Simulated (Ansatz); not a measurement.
Ansatz (a first-principles code) input (CCSD(T)/aug-cc-pV(D+d)Z):
A basis named .json is the Basis Set Exchange file of that set.

Ansatz 0.2 input:
```yaml
crystal:
  periodic: [false, false, false]
  atoms:
    - {symbol: Si, position_ang: [2.37977192, 0.06597000, -0.52710352]}
    - {symbol: O, position_ang: [1.18790875, 0.55350952, 0.48917199]}
    - {symbol: Si, position_ang: [-0.16101498, 0.14949391, 1.31188641]}
    - {symbol: O, position_ang: [-1.29041088, -0.46129287, 0.30642861]}
    - {symbol: Si, position_ang: [-2.18424083, -0.24648637, -1.05222066]}
    - {symbol: H, position_ang: [1.85075505, -0.03832188, -1.90579494]}
    - {symbol: H, position_ang: [2.90383769, -1.25417890, -0.10515758]}
    - {symbol: H, position_ang: [3.46462882, 1.06852909, -0.48454270]}
    - {symbol: H, position_ang: [0.15404857, -0.89547664, 2.30442092]}
    - {symbol: H, position_ang: [-0.67171479, 1.37879126, 1.94768412]}
    - {symbol: H, position_ang: [-2.74862337, 1.12315193, -1.08244318]}
    - {symbol: H, position_ang: [-3.28111234, -1.23678719, -1.04711056]}
    - {symbol: H, position_ang: [-1.33502798, -0.44912666, -2.24773232]}
basis:
  gaussian:
    orbitals: aug-cc-pV_D+d_Z.json
magnetization: {spin_polarized: false}
correlation: {method: ccsd_t, electrons: outside_noble_gas}
output: {forces: true}
```

End of the output:

```
Total energy: -27815.15199891 eV, -1022.1879821729 hartree
Atom 0 at     2.379772     0.065970    -0.527104 Å, force     0.623036    -0.336960    -0.539922 eV/Å
Atom 1 at     1.187909     0.553510     0.489172 Å, force     0.075531     0.683212     0.187299 eV/Å
Atom 2 at    -0.161015     0.149494     1.311886 Å, force    -0.095882     0.091685     0.813605 eV/Å
Atom 3 at    -1.290411    -0.461293     0.306429 Å, force    -0.145459    -0.623329     0.318142 eV/Å
Atom 4 at    -2.184241    -0.246486    -1.052221 Å, force    -0.462230     0.189580    -0.738876 eV/Å
Atom 5 at     1.850755    -0.038322    -1.905795 Å, force    -0.039105    -0.007934    -0.116671 eV/Å
Atom 6 at     2.903838    -1.254179    -0.105158 Å, force     0.047443    -0.106400     0.030970 eV/Å
Atom 7 at     3.464629     1.068529    -0.484543 Å, force     0.075677     0.079119     0.004808 eV/Å
Atom 8 at     0.154049    -0.895477     2.304421 Å, force     0.009132    -0.077315     0.084548 eV/Å
Atom 9 at    -0.671715     1.378791     1.947684 Å, force    -0.026762     0.093890     0.060622 eV/Å
Atom 10 at    -2.748623     1.123152    -1.082443 Å, force    -0.050738     0.109946    -0.006188 eV/Å
Atom 11 at    -3.281112    -1.236787    -1.047111 Å, force    -0.077516    -0.077211     0.004672 eV/Å
Atom 12 at    -1.335028    -0.449127    -2.247732 Å, force     0.066875    -0.018282    -0.103008 eV/Å
Dipole moment:     0.007879    -0.006628    -0.055882 e Å
```
